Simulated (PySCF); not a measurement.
Isomers of C4H13NSSi2, one GFN2-xTB conformer each. Single-point energies are computed at PBE0/pcSseg-1 (PySCF, gas phase, no added dispersion term), electronic only.

Question: Rank them by PBE0/pcSseg-1 energy, lowest first (kJ/mol).
A. `[CH3:1][S:2][Si@@H:3]([SiH3:4])[NH:5][CH:6]1[CH2:7][CH2:8]1` with C1–S2–Si3–Si4 61°, S2–Si3–N5–C6 -168°, Si3–N5–C6–C7 180°
B. `[CH2:1]=[CH:2][CH2:3][NH:4][Si@H:5]([SiH3:6])[S:7][CH3:8]` with C1–C2–C3–N4 115°, C2–C3–N4–Si5 -74°, C3–N4–Si5–Si6 -60°, N4–Si5–S7–C8 173°

Answer: B (0.0), A (10.0).

As drawn, the lower has a C=C bond outside aromatic rings, which the higher lacks; the higher has a three-membered ring, which the lower lacks. Neighbours about 10 kJ/mol apart or less (C=CCN[Si@H]([SiH3])SC and CS[Si@@H]([SiH3])NC1CC1) can change places with a better method, another conformer or zero-point energy. GFN2-xTB itself gives, in the same order: 28.8, 0.0. GFN2-xTB puts CS[Si@@H]([SiH3])NC1CC1 lowest instead.

Question: Which frontier levels, dipoles and rotational constants go with these structures?

Answer: 
```tsv
SMILES	HOMO (eV, PBE0/pcSseg-1)	LUMO (eV)	dipole (D)	A, B, C (MHz)
C=CCN[Si@H]([SiH3])SC	-6.59	-0.42	1.11	1660, 665.9, 548.4
CS[Si@@H]([SiH3])NC1CC1	-6.32	-0.44	0.91	1777, 665.8, 523.3
```
